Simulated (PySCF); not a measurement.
The dipole of `C=C[C@H](OCF)C(F)F` from its density and from atomic charges.

Coordinates (GFN2-xTB, Å) and charges (e) from the PBE0/pcSseg-1 density (PySCF):

| atom | x | y | z | Mulliken | IAO | Hirshfeld | ESP-fitted |
| --- | --- | --- | --- | --- | --- | --- | --- |
| C1 | 2.092 | -0.169 | 0.597 | -0.1010 | -0.2969 | -0.0874 | -0.4528 |
| C2 | 0.792 | -0.165 | 0.818 | -0.1792 | -0.1507 | -0.0585 | -0.0221 |
| C3 | -0.230 | -0.333 | -0.272 | -0.0385 | +0.0470 | +0.0286 | +0.0298 |
| O4 | -1.284 | 0.627 | -0.207 | -0.5052 | -0.3790 | -0.1318 | -0.3431 |
| C5 | -0.921 | 1.912 | -0.501 | +0.3896 | +0.2216 | +0.0907 | +0.2048 |
| F6 | -0.183 | 2.485 | 0.506 | -0.3307 | -0.3305 | -0.1240 | -0.2284 |
| C7 | -0.917 | -1.706 | -0.178 | +0.5770 | +0.4506 | +0.1446 | +0.2762 |
| F8 | -0.109 | -2.661 | -0.694 | -0.3007 | -0.3036 | -0.1054 | -0.2069 |
| F9 | -1.166 | -2.065 | 1.096 | -0.2927 | -0.2945 | -0.0939 | -0.1847 |
| H10 | 2.503 | -0.287 | -0.392 | +0.1131 | +0.1472 | +0.0481 | +0.1948 |
| H11 | 2.798 | -0.061 | 1.401 | +0.1259 | +0.1612 | +0.0551 | +0.1873 |
| H12 | 0.377 | -0.048 | 1.808 | +0.1185 | +0.1655 | +0.0465 | +0.1555 |
| H13 | 0.253 | -0.283 | -1.262 | +0.1213 | +0.1354 | +0.0425 | +0.1171 |
| H14 | -0.298 | 1.986 | -1.409 | +0.0829 | +0.1191 | +0.0413 | +0.0670 |
| H15 | -1.842 | 2.498 | -0.593 | +0.1153 | +0.1598 | +0.0558 | +0.1053 |
| H16 | -1.870 | -1.719 | -0.728 | +0.1044 | +0.1478 | +0.0475 | +0.1001 |

Task: Compute μ = Σ q r for each scheme (1 e·Å = 4.803 D) and compare with the dipole of the full density.

Result: The full density gives (0.01, 1.19, -2.18) D, 2.48 D in size; dipole vectors point from the negative to the positive end.

| scheme | μx | μy | μz | size (D) | share of the full size (%) | angle to the full dipole (°) |
| --- | --- | --- | --- | --- | --- | --- |
| Mulliken | 0.62 | 1.34 | -3.54 | 3.84 | 155 | 12 |
| IAO | -0.65 | 1.71 | -3.74 | 4.16 | 168 | 10 |
| Hirshfeld | -0.19 | 0.64 | -1.35 | 1.51 | 61 | 8 |
| ESP-fitted | 0.03 | 1.23 | -2.22 | 2.54 | 102 | 0 |

Task: Which set comes closest?

Result: Length of the difference vector: ESP-fitted 0.06 D, Hirshfeld 1.01 D, Mulliken 1.50 D, IAO 1.78 D. Closest: ESP-fitted. ESP charges are fitted to the potential around the molecule, whose slowest-falling term is the dipole's. 

Task: What is left for the Hirshfeld atoms' own dipoles?

Result: The shares of the density sum to the whole, so what Σ q r misses lies in dipoles about the nuclei. The atomic dipoles sum to (0.01, 1.19, -2.18) − (-0.19, 0.64, -1.35) = (0.20, 0.55, -0.83) D, 1.01 D in size.

Task: With the origin at the mean of the coordinates, (0.000, 0.001, -0.001) Å, which are the largest single terms, by size, of the Hirshfeld dipole along the direction of the full one?

Result: F9 +0.88, C5 +0.59, C7 -0.46, H15 +0.46, F6 -0.44 D; all 16 atoms together +1.49 D. The single terms depend on the origin, their sum doesn't.

Task: Give the size of the full dipole in other units.

Result: 2.48 D = 0.976 au = 0.517 e·Å = 8.28 × 10⁻³⁰ C·m.

Isolated species at its GFN2-xTB geometry (one conformer only).

These values come from a run that also computed NMR shieldings. Time: 53 s of wall time; peak memory 0.84 GiB. Hardware: one thread, Arm Neoverse N1 (aarch64), on a shared host.

The values belong to the conformer `[CH2:1]=[CH:2][C@H:3]([O:4][CH2:5][F:6])[CH:7]([F:8])[F:9]`: C1–C2–C3–O4 -133°, C2–C3–O4–C5 69°, C3–O4–C5–F6 -73°, C2–C3–C7–F8 -79°.
